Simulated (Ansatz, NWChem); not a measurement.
# Worked example: the enthalpy of formation of BBrCl2 (SMILES ClB(Cl)Br)

BBrCl2: 4 atoms, total charge 0, spin state singlet. As SMILES, `ClB(Cl)Br`. Geometry: relaxed at PBE0-D4/def2-TZVP.

```jsonl
{"atom": "Cl", "x (Å)": "0.5821", "y (Å)": "0.6660", "z (Å)": "1.5108"}
{"atom": "B", "x (Å)": "0.0372", "y (Å)": "-0.0381", "z (Å)": "0.0221"}
{"atom": "Cl", "x (Å)": "0.4443", "y (Å)": "-1.6792", "z (Å)": "-0.3656"}
{"atom": "Br", "x (Å)": "-1.0081", "y (Å)": "0.9911", "z (Å)": "-1.1876"}
```

Total energies at revPBE/cc-pVDZ (NWChem 7.3.0); the atoms run unrestricted:

| species | state | energy (Eh) |
| --- | --- | --- |
| BBrCl2 | singlet | -3519.107450 |
| Cl | doublet | -460.057282 |
| B | doublet | -24.650253 |
| Br | doublet | -2573.862380 |

Harmonic wavenumbers at PBE0-D4/def2-TZVP, in cm⁻¹: 209, 222, 414, 433, 896, 976.

Measured heats of formation of the gaseous atoms at 298.15 K, in kJ/mol: Cl 121.3, B 570.3, Br 111.9. Spin-orbit lowering of the atoms at 298 K (mean of the ground term's levels less their thermal mean, from spectra), in kJ/mol: Cl 3.44, B 0.00, Br 14.69. Take 1 Eh = 2625.50 kJ/mol, 1 cm⁻¹ = 0.0119627 kJ/mol, RT = 2.479 kJ/mol.

**Question.** What heat of formation follows?

**Answer.** 
1. Electronic atomisation energy: 2 × (-460.057282) + (-24.650253) + (-2573.862380) − (-3519.107450) = 0.480253 Eh = 1260.9 kJ/mol.
2. Zero-point energy: half the sum of the wavenumbers, 1575 cm⁻¹ = 18.8 kJ/mol.
3. Thermal vibrational enthalpy, Σ hcν̃/(exp(hcν̃/kT) − 1): 4.6 kJ/mol. Translation, rotation and pV of a non-linear molecule: 4 RT = 9.9 kJ/mol.
4. The 4 free atoms carry 5/2 RT each: 24.8 kJ/mol.
5. Spin-orbit coupling lowers the free atoms by 2 × 3.44 + 0.00 + 14.69 = 21.6 kJ/mol.
6. Atomisation enthalpy at 298 K: 1260.9 − 21.6 − 18.8 − 4.6 − 9.9 + 24.8 = 1230.8 kJ/mol.
7. Sum of the atoms' heats of formation: 924.8 kJ/mol. Heat of formation: 924.8 − 1230.8 = -306.0 kJ/mol.

The tabulated value is -336.8 kJ/mol (NIST-JANAF tables; in doubt: it rests on an older heat of the boron atom), so this level is off by +30.8 kJ/mol, or 2.4 % of the atomisation enthalpy that the table implies (1261.6 kJ/mol). Relativity is left out. Anharmonicity and any spin-orbit splitting of the molecule are left out.
